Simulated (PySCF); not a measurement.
Relaxed structures of InBH₃Cl, singlet (PBE0-D4/def2-TZVP; forces vanish, vibrations not checked; lower isomers may exist, and structures with a doubtful reference or unclear bonds are left out; Å). Computed with PySCF 2.14 with density fitting (its default auxiliary sets; JK sets also for MP2 and CCSD(T)) (basis: def2-TZVPP); correlated methods freeze the cores. Filled d shells of the heavier atoms are correlated. Core potentials replace the inner electrons of the atoms past krypton. The def2 sets are not built for correlating such inner shells, so the correlated values are less sure here.

Q: Rank them by CCSD(T) energy, lowest first, and give each one's height above the lowest. Links in brackets join atoms within 1.22 times the sum of their covalent radii (1.1 for two metals). (Judge from chemistry; the value comes from the calculation.)
A.
a complex of InBH₂ ([BH2][In]) + HCl
```
6
angstrom
B -0.8143 0.1911 -0.7531
In 0.3155 -0.0080 1.3760
Cl 2.5333 -1.2617 -0.6028
H -1.5604 -0.6486 -1.1936
H -0.6987 1.1454 -1.4823
H 3.3170 -1.4911 0.3843
```
B.
InBH₃Cl ([BH3][In][Cl])
```
6
angstrom
B -0.8729 -0.1860 -1.2610
In 0.7929 -0.2003 0.3007
Cl 2.5070 -0.2216 1.9033
H -1.7900 -0.4798 -0.5381
H -0.7750 0.9617 -1.6114
H -0.4324 -1.0384 -1.9887
```
C.
InBH₃Cl ([BH2][InH][Cl])
```
6
angstrom
B -0.8837 0.1879 -0.9014
In 0.4191 -0.0014 0.9035
Cl 2.4687 -0.9640 0.2157
H -1.6028 -0.7054 -1.2341
H -0.8454 1.1665 -1.5847
H 0.4590 0.2991 2.5862
```

A: Computed: B (0.000 eV), C (1.337 eV), A (2.831 eV). Heights count from the lowest.

T1 diagnostic: at most 0.014. The restricted Hartree–Fock reference is unstable towards an unrestricted one at one or more of these structures.

For scale, one of the runs: CCSD(T)/def2-TZVPP, 165 basis functions, launched by `OMP_NUM_THREADS=2 python run.py`. Hardware: 2 CPU threads of an Intel Xeon, shared host. Wall time 2.9 min; peak host memory 1.6 GiB.
